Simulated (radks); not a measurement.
Task: All-electron atom: N in [He] 2s2 2p3. Calculated with a radial shooting solver on a logarithmic mesh with Libxc functionals: non-relativistic Kohn-Sham, LDA (Slater exchange, VWN5 correlation), spin-polarised, spherical densities, point nucleus; open shells are filled with parallel spins first. Some entries of the table are withheld. Estimate them.

| orbital | occ. | eigenvalue (Ry) | <r^2> (bohr^2) |
|---|---|---|---|
| 1s up | 1 | -27.99139 | (1) |
| 1s down | 1 | -27.86112 | (2) |
| 2s up | 1 | -1.44152 | (3) |
| 2s down | 1 | -1.12271 | (4) |
| 2p up | 3 | -0.61770 | 2.677 |
| 2p down | 0 | -0.32141 | 3.849 |

Result: 
(1) 1s up <r^2> (bohr^2): 0.07276
(2) 1s down <r^2> (bohr^2): 0.07205
(3) 2s up <r^2> (bohr^2): 2.093
(4) 2s down <r^2> (bohr^2): 2.345
